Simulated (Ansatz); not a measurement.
Mulliken charges of F2H2Se2Si, SMILES `F[Si](F)([SeH])[SeH]` from PBE/def2-TZVPP in Ansatz (PBE0-D4/def2-TZVP geometry).

| atom | x (Å) | y (Å) | z (Å) | charge (e) |
| --- | --- | --- | --- | --- |
| F1 | 1.267 | -0.661 | 1.466 | -0.243 |
| Si2 | 0.259 | -0.557 | 0.247 | 0.595 |
| F3 | -0.020 | -2.040 | -0.235 | -0.243 |
| Se4 | -1.767 | 0.215 | 0.843 | -0.129 |
| Se5 | 1.370 | 0.669 | -1.276 | -0.129 |
| H6 | -1.228 | 1.567 | 1.042 | 0.074 |
| H7 | 0.180 | 0.739 | -2.133 | 0.074 |

**Question.** By hand: the dipole of these point charges (1 e Å = 4.8032 D).

**Answer.** Σ q r = (-0.175, 0.382, -0.177) e Å, of length 0.456 e Å = 2.19 D.

**Question.** How does the dipole of the full density compare? (An estimate is asked.)

**Answer.** Computed: (-0.148, 0.323, -0.150) e Å, 1.85 D; the point charges give 1.18 times that, at 0° from its direction.

Point charges leave out the atoms' own dipoles, such as those of lone pairs, and Mulliken's split depends on the basis, so the two needn't agree.
